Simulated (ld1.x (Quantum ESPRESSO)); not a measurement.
**Before and after: TM potential for palladium**

| Property | Result |
| --- | --- |
| Element | palladium (Pd) |
| Generator | ld1.x (Quantum ESPRESSO) 7.5 |
| Type | norm-conserving Troullier–Martins (Kleinman–Bylander form) |
| Functional | LDA (PZ) |
| Relativity | non-relativistic |
| Frozen core | [Ar] 3d10 |
| Valence charge | 18 |
| Reference configuration | 4s2 4p6 4d10 5s0 |
| Partial waves | 4p (bound): rc 1.15 bohr; 4d (bound): rc 1.75 bohr; 4s (bound): rc 1.05 bohr |
| Local potential | the s channel |
| Core correction | Bessel-smoothed model core inside 0.65 bohr |

Change: all radii but the core radius scaled by about 0.72 (s 0.76, p 0.82, d 1.26 bohr).

Cutoffs: the cutoffs (Ry, on a coarse ladder) from which the occupation-weighted sum of valence levels, in a spherical-Bessel basis at the reference potential, stays within 10 and 1 mRy of its value at 400 Ry; they do not see the model core or the augmentation charge, which bear on the density cutoff. Errors are all-electron minus pseudo energies relative to the spin-unpolarised reference configuration.

Question: Predict the effect on cutoff, ghosts and configuration errors.

Answer: Of the 9 tests that both files solve, the error grows in 5 and shrinks in 1 by more than 15 % and 0.3 meV (median size 13.3 → 6.2 meV); neither file shows a bound ghost.

```tsv
quantity	base	changed
cutoff, loose	140 Ry	300 Ry
cutoff, tight	230 Ry	over 300 Ry
loose cutoff by channel (10 mRy a level)	p 70 Ry, d 50 Ry, s 110 Ry	p 180 Ry, d 55 Ry, s 260 Ry
bound ghosts	none	none
error for 4s2 4p6 4d9 5s0, meV [ΔE 9.53 eV]	+0.1	+0.9
error for 4s2 4p6 4d8 5s0, meV [ΔE 30.90 eV]	+2.5	+6.2
error for 4s2 4p6 4d7 5s0, meV [ΔE 65.92 eV]	+15	+23
error for 4s2 4p6 4d9.5 5s0, meV [ΔE 3.42 eV]	-0.1	+0.2
error for 4s2 4p5 4d10 5s0, meV [ΔE 55.43 eV]	-13	+5.5
error for 4s2 4p6 4d9 5s1, meV [ΔE 2.13 eV]	+79	+198
error for 4s2 4p6 4d8 5s1, meV [ΔE 14.97 eV]	+134	+338
error for 4s2 4p6 4d9 5s0 (spin-polarised), meV [ΔE 9.38 eV]	+4.7	+4.0
error for 4s2 4p6 4d8 5s0 (spin-polarised), meV [ΔE 30.26 eV]	+24	+21
```
